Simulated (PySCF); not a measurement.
PySCF input for I3Y, SMILES [I][Y-]([I])[I] (connectivity only; charge and spin as stated), charge -1, multiplicity 2, PBE-D3(BJ)/def2-SVPD. Geometry optimised at PBE-D3(BJ)/def2-SVPD. The spin state was assumed, not searched. The def2 effective core potentials stand for the cores of I, Y; spin–orbit coupling is left out.

```python
import numpy as np
from pyscf import gto, scf, dft, df
from pyscf.hessian import thermo

mol = gto.M(
    atom='''
    Y     0.00000000   -0.00000000    0.00000000
    I     2.90279244    0.00000000    0.00000000
    I    -1.45139622    2.51389200    0.00000000
    I    -1.45139622   -2.51389199    0.00000000
    ''',
    basis='def2-SVPD',
    ecp={'I': 'def2-svp', 'Y': 'def2-svp'},
    charge=-1,
    spin=1,
    max_memory=1600,
    verbose=3,
)
mf = dft.UKS(mol, xc='pbe').density_fit(auxbasis='def2-universal-jkfit')
mf.disp = 'd3bj'
mf.grids.level = 3
mf.conv_tol = 1e-11
mf.max_cycle = 100
mf.kernel()
fine, coarse = mf.grids, dft.Grids(mol).set(level=1).build(with_non0tab=True)
for _ in range(3):  # follow internal instabilities
    mf.grids = coarse
    mo, _, stable, _ = mf.stability(return_status=True, nroots=4)
    mf.grids = fine
    if stable:
        break
    mf.kernel(mf.make_rdm1(mo, mf.mo_occ))

# [left out here: the lines that compute and print the analytic Hessian (its translational invariance restored by hand, since the grid's response is missing), thermochemistry and intensities]
```

Output:

```

WARN: HOMO -1.44989235606471 >= LUMO -1.44989235606471


WARN: HOMO 0.159820895083522 >= LUMO 0.16033082610033

converged SCF energy = -931.697689648758  <S^2> = 0.75198768  2S+1 = 2.0019867
<class 'pyscf.df.df_jk.DFUKS'> wavefunction is stable in the internal stability analysis

WARN: DFTD3 does not support analytical Hessian, using finite difference


WARN: Mole.unit (angstrom) is changed to Bohr

Mode                                 0                   1                   2
Irrep
Freq [cm^-1]                       29.0234             29.0283             32.1728
Reduced mass [au]                 121.3547            121.3549             94.2484
Force const [Dyne/A]                0.0602              0.0602              0.0575
Char temp [K]                      41.7581             41.7653             46.2895
Normal mode                   x     y     z       x     y     z       x     y     z
       0   Y                 0.03 -0.00  0.00   -0.00 -0.03 -0.00   -0.00 -0.00  0.10
       1   I                 0.04  0.00 -0.00   -0.00  0.06  0.00   -0.00  0.00 -0.02
       2   I                -0.03 -0.04 -0.00    0.04 -0.02  0.00    0.00 -0.00 -0.02
       3   I                -0.03  0.04 -0.00   -0.04 -0.02  0.00   -0.00 -0.00 -0.02
Mode                                 3                   4                   5
Irrep
Freq [cm^-1]                      115.8461            192.5393            192.5443
Reduced mass [au]                 126.9045             97.5620             97.5618
Force const [Dyne/A]                1.0034              2.1309              2.1310
Char temp [K]                     166.6767            277.0212            277.0283
Normal mode                   x     y     z       x     y     z       x     y     z
       0   Y                -0.00  0.00  0.00   -0.09 -0.00  0.00   -0.00  0.09 -0.00
       1   I                -0.05  0.00 -0.00    0.04  0.00 -0.00    0.00 -0.00  0.00
       2   I                 0.03 -0.04 -0.00    0.01 -0.02 -0.00    0.02 -0.03  0.00
       3   I                 0.03  0.04 -0.00    0.01  0.02 -0.00   -0.02 -0.03  0.00
temperature 298.1500 [K]
pressure 101325.00 [Pa]
Rotational constants [GHz] 0.31508 0.31508 0.15754
Symmetry number 6
Zero-point energy (ZPE) 0.00135 [Eh]   3535.887 [J/mol]
                           tot       elec      trans        rot        vib
Entropy [J/mol/K]       424.616      5.763    185.471    128.550    104.832
Cv [J/mol/K]             73.427      0.000     12.472     12.472     48.483
Cp [J/mol/K]             81.741      0.000     20.786     12.472     48.483
Internal energy [J/mol]                      3718.434   3718.434  15302.701
Internal energy [Eh]   -931.68903  -931.69769
Enthalpy [J/mol]                             6197.391   3718.434  15302.701
Enthalpy [Eh]          -931.68808
Gibbs free energy [J/mol]                  -49100.695 -34608.826 -15953.018
Gibbs free energy [Eh] -931.73630
mode   freq/cm-1   IR/(km/mol)
   1       29.02         0.021
   2       29.03         0.021
   3       32.17         0.432
   4      115.85         0.000
   5      192.54        39.915
   6      192.54        39.933
max |gradient| / (hartree/bohr): 0.00036249733524669134
APT charges: [ 0.8277 -0.6094 -0.6093 -0.6093]
```

The run converged.

Cost: about 8 core-minutes (a rough figure).
